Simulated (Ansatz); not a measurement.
Total energies of VF5 from Ansatz at PBE0-D4/def2-TZVP, gas phase (1 Eh = 27.2114 eV = 2625.5 kJ/mol). The reference geometry is relaxed at PBE0-D4/def2-SVP.

| state | geometry | energy (Eh) |
| --- | --- | --- |
| charge 0 singlet | reference | -1442.94443 |
| charge 1 doublet | reference | -1442.40335 |
| charge 1 doublet | relaxed at PBE0-D4/def2-SVP | -1442.46748 |

**Question.** Work out the vertical ionisation energy to the doublet.

**Answer.** E(charge 1 doublet) − E(charge 0 singlet) = -1442.40335 − (-1442.94443) = 0.54108 Eh = 14.72 eV. For comparison, −ε of the highest occupied level is 12.31 eV at this level, 2.41 eV less.

**Question.** How much does the charge 1 doublet relax, and what is the adiabatic ionisation energy?

**Answer.** Relaxation: -1442.40335 − (-1442.46748) = 0.06413 Eh = 1.75 eV. Adiabatic ionisation energy: 0.47695 Eh = 12.98 eV, without zero-point energy.
